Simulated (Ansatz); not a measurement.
`BCB(O)F` + `F[SiH2]N[SiH3]` → `BN([SiH3])[SiH2]F` + `CB(O)F`  (ligand exchange at a B–C bond)

Gas-phase electronic energies from Ansatz, PBE0-D4/def2-TZVP geometries. CBS: MP2 limit from def2 TZ/QZ plus the TZ coupled-cluster correction, frozen cores. This one scheme is used for every species. Functionals use def2-TZVPP. B3LYP here is the variant with VWN-RPA as its local correlation; programs differ in this. One conformer a species, not always the lowest.

```csv
level,ΔE (kcal/mol)
r2SCAN-D4,-25.8
B3LYP-D4,-27.1
CCSD/def2-TZVPP,-26.8
HF/def2-QZVPP,-26.3
```

(1) What does CCSD(T)/CBS give? (Best estimate.)

Largest T1 diagnostic among the species: 0.013.

Answers

(1) Ansatz gave: -26.7 kcal/mol. The listed levels differ from it by 0.9, -0.4, -0.1, 0.4 kcal/mol.

The D4 term adds −0.9 kcal/mol with B3LYP and −0.5 kcal/mol with PBE0; it sums over pairs of atoms, weighted by their polarisabilities, and B3LYP, whose exchange is more repulsive, gets the larger term.
